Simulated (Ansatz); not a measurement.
Ansatz (a first-principles code) input file for Si(Cl)2(OH)2 (Cl2H2O2Si), SMILES O[Si](O)(Cl)Cl, PBE-D3(BJ)/def2-SVP. 

Ansatz 0.2 input:
```yaml
crystal:
  periodic: [false, false, false]
  atoms:
    - {symbol: O, position_ang: [0.07868788, 1.37485644, -1.22990120]}
    - {symbol: Si, position_ang: [-0.00000000, -0.00000000, -0.33921840]}
    - {symbol: O, position_ang: [-0.07868789, -1.37485644, -1.22990121]}
    - {symbol: Cl, position_ang: [1.68233537, 0.01122934, 0.81793083]}
    - {symbol: Cl, position_ang: [-1.68233536, -0.01122934, 0.81793083]}
    - {symbol: H, position_ang: [-0.72440374, 1.63808109, -1.69108569]}
    - {symbol: H, position_ang: [0.72440374, -1.63808108, -1.69108571]}
basis:
  gaussian:
    orbitals: def2-SVP
hamiltonian:
  xc: pbe
  dispersion: d3bj
relax: {f_tol: 0.002, max_steps: 200}
```

Output:

```
WARN ansatz: RAYON_NUM_THREADS=1 ignored (pool sized by the plan → 1); use --threads N
Functional definition: PBE
integrals: 0.04 GiB planned
988 factors; their error is unknown
mean field: 0.22 GiB planned
mean field evaluation 1: about -37013.3320 eV, gradient 7.4e1 eV
mean field evaluation 2: about -36975.7844 eV, gradient 1.6e2 eV
mean field evaluation 4: about -37022.6350 eV, gradient 5.2e0 eV
mean field evaluation 8: about -37022.6353 eV, gradient 7.3e-2 eV
mean field evaluation 16: about -37022.6353 eV, gradient 1.1e-5 eV
mean field -37022.63534370 eV, -1360.5567540376 hartree, gradient 1.0e-5 eV, S^2 0.000000; 0 other end points of the search recorded, 0 dependent functions left out
the calculation of the forces begins
reference -37022.63537063 eV, -1360.5567550271 hartree; 33, 33 occupied and 59, 59 virtual orbitals, 988 factors
relax step   1: F+E_penalty+E_count = -37022.82527398 eV  Δ(F+E_penalty+E_count) = +0.000e0 eV  max|allowed force component| = 5.145e-1 eV/Å  Δτ_max = 0.0000 Å  (28 SCF iters, accepted)
these checks for a lower state are left out or cut short: starts, cluster_reference, orbital_swaps, neighbouring_geometries, increment
integrals: 0.04 GiB planned
988 factors; their error is unknown
mean field: 0.22 GiB planned
mean field -37022.65468932 eV, -1360.5574649757 hartree, gradient 8.2e-5 eV, S^2 0.000000; 0 other end points of the search recorded, 0 dependent functions left out
the calculation of the forces begins
reference -37022.65471635 eV, -1360.5574659692 hartree; 33, 33 occupied and 59, 59 virtual orbitals, 988 factors
relax step   2: F+E_penalty+E_count = -37022.84325221 eV  Δ(F+E_penalty+E_count) = -1.798e-2 eV  max|allowed force component| = 3.169e-1 eV/Å  Δτ_max = 0.0203 Å  (25 SCF iters, accepted)
these checks for a lower state are left out or cut short: starts, cluster_reference, orbital_swaps, neighbouring_geometries, increment
integrals: 0.04 GiB planned
988 factors; their error is unknown
mean field: 0.22 GiB planned
mean field -37022.65865218 eV, -1360.5576106082 hartree, gradient 8.1e-5 eV, S^2 0.000000; 0 other end points of the search recorded, 0 dependent functions left out
the calculation of the forces begins
reference -37022.65867923 eV, -1360.5576116024 hartree; 33, 33 occupied and 59, 59 virtual orbitals, 988 factors
relax step   3: F+E_penalty+E_count = -37022.84704608 eV  Δ(F+E_penalty+E_count) = -3.794e-3 eV  max|allowed force component| = 9.636e-2 eV/Å  Δτ_max = 0.0083 Å  (26 SCF iters, accepted)
these checks for a lower state are left out or cut short: starts, cluster_reference, orbital_swaps, neighbouring_geometries, increment
integrals: 0.04 GiB planned
988 factors; their error is unknown
mean field: 0.22 GiB planned
mean field evaluation 32: about -37022.6590 eV, gradient 6.1e-2 eV
mean field -37022.65902075 eV, -1360.5576241531 hartree, gradient 8.2e-5 eV, S^2 0.000000; 0 other end points of the search recorded, 0 dependent functions left out
the calculation of the forces begins
reference -37022.65904774 eV, -1360.5576251447 hartree; 33, 33 occupied and 59, 59 virtual orbitals, 988 factors
relax step   4: F+E_penalty+E_count = -37022.84769081 eV  Δ(F+E_penalty+E_count) = -6.447e-4 eV  max|allowed force component| = 1.040e-1 eV/Å  Δτ_max = 0.0147 Å  (26 SCF iters, accepted)
these checks for a lower state are left out or cut short: starts, cluster_reference, orbital_swaps, neighbouring_geometries, increment
integrals: 0.04 GiB planned
988 factors; their error is unknown
mean field: 0.22 GiB planned
mean field -37022.66018375 eV, -1360.5576668925 hartree, gradient 8.3e-5 eV, S^2 0.000000; 0 other end points of the search recorded, 0 dependent functions left out
the calculation of the forces begins
reference -37022.66021076 eV, -1360.5576678849 hartree; 33, 33 occupied and 59, 59 virtual orbitals, 988 factors
relax step   5: F+E_penalty+E_count = -37022.84883763 eV  Δ(F+E_penalty+E_count) = -1.147e-3 eV  max|allowed force component| = 1.715e-2 eV/Å  Δτ_max = 0.0123 Å  (26 SCF iters, accepted)
these checks for a lower state are left out or cut short: starts, cluster_reference, orbital_swaps, neighbouring_geometries, increment
integrals: 0.04 GiB planned
988 factors; their error is unknown
mean field: 0.22 GiB planned
mean field -37022.66020055 eV, -1360.5576675100 hartree, gradient 2.2e-5 eV, S^2 0.000000; 0 other end points of the search recorded, 0 dependent functions left out
the calculation of the forces begins
reference -37022.66022755 eV, -1360.5576685022 hartree; 33, 33 occupied and 59, 59 virtual orbitals, 988 factors
relax step   6: F+E_penalty+E_count = -37022.84890430 eV  Δ(F+E_penalty+E_count) = -6.667e-5 eV  max|allowed force component| = 1.026e-2 eV/Å  Δτ_max = 0.0035 Å  (21 SCF iters, accepted)
these checks for a lower state are left out or cut short: starts, cluster_reference, orbital_swaps, neighbouring_geometries, increment
integrals: 0.04 GiB planned
988 factors; their error is unknown
mean field: 0.22 GiB planned
mean field -37022.66020119 eV, -1360.5576675332 hartree, gradient 8.5e-6 eV, S^2 0.000000; 0 other end points of the search recorded, 0 dependent functions left out
the calculation of the forces begins
reference -37022.66022818 eV, -1360.5576685253 hartree; 33, 33 occupied and 59, 59 virtual orbitals, 988 factors
relax step   7: F+E_penalty+E_count = -37022.84891861 eV  Δ(F+E_penalty+E_count) = -1.432e-5 eV  max|allowed force component| = 2.388e-3 eV/Å  Δτ_max = 0.0024 Å  (23 SCF iters, accepted)
these checks for a lower state are left out or cut short: starts, cluster_reference, orbital_swaps, neighbouring_geometries, increment
integrals: 0.04 GiB planned
988 factors; their error is unknown
mean field: 0.22 GiB planned
mean field -37022.66021621 eV, -1360.5576680852 hartree, gradient 8.4e-5 eV, S^2 0.000000; 0 other end points of the search recorded, 0 dependent functions left out
the calculation of the forces begins
reference -37022.66024320 eV, -1360.5576690771 hartree; 33, 33 occupied and 59, 59 virtual orbitals, 988 factors
relax step   8: F+E_penalty+E_count = -37022.84893643 eV  Δ(F+E_penalty+E_count) = -1.782e-5 eV  max|allowed force component| = 8.383e-3 eV/Å  Δτ_max = 0.0050 Å  (26 SCF iters, accepted)
these checks for a lower state are left out or cut short: starts, cluster_reference, orbital_swaps, neighbouring_geometries, increment
integrals: 0.04 GiB planned
988 factors; their error is unknown
mean field: 0.22 GiB planned
mean field evaluation 64: about -37022.6602 eV, gradient 6.0e-2 eV
mean field -37022.66025606 eV, -1360.5576695499 hartree, gradient 8.4e-5 eV, S^2 0.000000; 0 other end points of the search recorded, 0 dependent functions left out
the calculation of the forces begins
reference -37022.66028305 eV, -1360.5576705415 hartree; 33, 33 occupied and 59, 59 virtual orbitals, 988 factors
relax step   9: F+E_penalty+E_count = -37022.84895370 eV  Δ(F+E_penalty+E_count) = -1.727e-5 eV  max|allowed force component| = 4.753e-3 eV/Å  Δτ_max = 0.0071 Å  (25 SCF iters, accepted)
these checks for a lower state are left out or cut short: starts, cluster_reference, orbital_swaps, neighbouring_geometries, increment
integrals: 0.04 GiB planned
988 factors; their error is unknown
mean field: 0.22 GiB planned
mean field -37022.66026591 eV, -1360.5576699118 hartree, gradient 5.1e-6 eV, S^2 0.000000; 0 other end points of the search recorded, 0 dependent functions left out
the calculation of the forces begins
reference -37022.66029289 eV, -1360.5576709033 hartree; 33, 33 occupied and 59, 59 virtual orbitals, 988 factors
relax step  10: F+E_penalty+E_count = -37022.84895775 eV  Δ(F+E_penalty+E_count) = -4.046e-6 eV  max|allowed force component| = 8.402e-4 eV/Å  Δτ_max = 0.0036 Å  (22 SCF iters, accepted)
integrals: 0.04 GiB planned
988 factors; their error is unknown
mean field: 0.22 GiB planned
mean field -37022.66026591 eV, -1360.5576699118 hartree, gradient 5.0e-6 eV, S^2 0.000000; 1 other end points of the search recorded, 0 dependent functions left out
the calculation of the forces begins
reference -37022.66029289 eV, -1360.5576709033 hartree; 33, 33 occupied and 59, 59 virtual orbitals, 988 factors
Total energy: -37022.84898473 eV, -1360.5646052005 hartree
Atom 0 at     0.092117     1.392369    -1.234291 Å, force    -0.000840    -0.000688     0.000017 eV/Å
Atom 1 at    -0.000000     0.000000    -0.337181 Å, force     0.000000     0.000000    -0.000116 eV/Å
Atom 2 at    -0.092117    -1.392369    -1.234291 Å, force     0.000840     0.000688     0.000017 eV/Å
Atom 3 at     1.698226     0.010469     0.825409 Å, force     0.000771    -0.000128    -0.000064 eV/Å
Atom 4 at    -1.698226    -0.010469     0.825409 Å, force    -0.000771     0.000128    -0.000064 eV/Å
Atom 5 at    -0.732553     1.630871    -1.695192 Å, force     0.000518     0.000048     0.000105 eV/Å
Atom 6 at     0.732553    -1.630871    -1.695192 Å, force    -0.000518    -0.000048     0.000105 eV/Å
Dipole moment:    -0.000000     0.000000    -0.439365 e Å
```

Self-consistency was reached.

Cost: around 15 core-seconds (rough).
